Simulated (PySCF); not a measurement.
Si(CCH)(Cl)2(Me) (C3H4Cl2Si), SMILES [Si](Cl)(C#C)(C)Cl. Heavy atoms are numbered as in [CH:1]#[C:2][Si:3]([CH3:4])([Cl:5])[Cl:6]. Hydrogens are named by the atom that carries them.

Coordinates come from a PBE0-D3(BJ)/def2-SVP optimisation.

All values below come from PBE/def2-TZVP (PySCF).

Atomic charges (e), one atom of each kind:

| atom | Mulliken | meta-Löwdin |
|---|---|---|
| C1 (CH) | -0.13 | -0.13 |
| C2 | -0.14 | -0.30 |
| Si3 | 0.50 | 0.95 |
| C4 (CH3) | -0.45 | -0.61 |
| Cl5 | -0.20 | -0.27 |
| H on C1 | 0.18 | 0.18 |
| H on C4 | 0.15 | 0.15 |

Computed Mayer and Wiberg (Löwdin basis) orders of the bonds:
| bond | Mayer | Wiberg |
|---|---|---|
| C1–C2 | 2.64 | 2.98 |
| C2–Si3 | 1.03 | 1.14 |
| Si3–C4 | 1.03 | 1.23 |
| Si3–Cl5 | 1.20 | 1.80 |
| Si3–Cl6 | 1.20 | 1.80 |
